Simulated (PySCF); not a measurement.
Input of a run (PBE0-D3(BJ)/def2-SVP geometry optimisation, gas phase (PySCF 2.14.0)), started from GFN2-xTB:
```
{"job": {"xc": "PBE0", "basis": "def2-SVP", "d3": "d3bj", "grid": 1, "maxiter": 40, "shake": 0.03, "kind": "geom"}, "charge": -1, "multiplicity": 1}
Cu     0.060790    -0.083890     0.015910
O      0.009240     0.080510     1.814270
C      0.182310     1.206600     2.370160
C      0.329830     1.124290     3.920810
O      0.436900     2.269370     1.819430
H      0.414360     2.108060     4.360410
H      1.018560     0.401750     4.251110
H     -0.694060     0.768570     4.242590
O     -0.028990    -0.090680    -1.754380
C     -0.255240    -1.227340    -2.367180
C     -0.253420    -1.120000    -3.904990
O     -0.445120    -2.295580    -1.841630
H     -0.509950    -2.051350    -4.406840
H      0.697300    -0.738970    -4.228970
H     -0.995300    -0.427450    -4.246680
```

Output (energies in Eh, forces in Eh/bohr):
```
step   0  E = -2096.30113225  max force = 0.072291
step   1  E = -2096.31338361  max force = 0.020971
step   2  E = -2096.31372976  max force = 0.019291
step   3  E = -2096.31714530  max force = 0.009374
step   4  E = -2096.31737359  max force = 0.003425
step   5  E = -2096.31744617  max force = 0.001084
step   6  E = -2096.31746190  max force = 0.000687
step   7  E = -2096.31747535  max force = 0.000963
step   8  E = -2096.31748009  max force = 0.000336
optimisation converged
```

Q: Summarise the run.

A: The energy falls by 42.9 kJ/mol over 9 energy and gradient evaluations, the largest force component goes from 0.0723 to 3.4e-04 Eh/bohr, and the atoms move by 0.076 Å rms after alignment. The bond that changes most is Cu1–O9 (ends: copper bonded to 2 O; oxygen bonded to C and Cu), which lengthens by 0.097 Å. Bonds longer at the end by more than 0.005 Å: 9 of 14; shorter: 4. Among the angles that change most is C3–C4–H8, from 102.3° to 109.7°. Among the dihedrals that turn most is O5–C3–C4–H6, from 14° to -1°. The energy never rose by more than 1e-6 Eh on the way. The first step brought 75 % of the lowering.

Q: What are the final bond lengths?

A: Cu1–O2 1.869 Å, Cu1–O9 1.869 Å, O2–C3 1.283 Å, C3–C4 1.530 Å, C3–O5 1.225 Å, C4–H6 1.098 Å, C4–H7 1.101 Å, C4–H8 1.101 Å, O9–C10 1.283 Å, C10–C11 1.530 Å, C10–O12 1.225 Å, C11–H13 1.098 Å, C11–H14 1.101 Å, C11–H15 1.101 Å. Numbering counts from 1 in the input's order; the species is [Cu(OAc)2]- (`CC(=O)[O][Cu-][O]C(C)=O`).

The run used 173 basis functions and 72 SCF cycles in all. On one thread, AMD EPYC (x86_64), no GPU, shared host, this took 6.0 min wall, 5.2 min CPU and 0.74 GiB of memory at its peak.

No PBE0-D3(BJ)/def2-SVP frequencies stand behind this structure, so it isn't proved a minimum. The geometry's basis has no diffuse functions, a weakness for an anion.
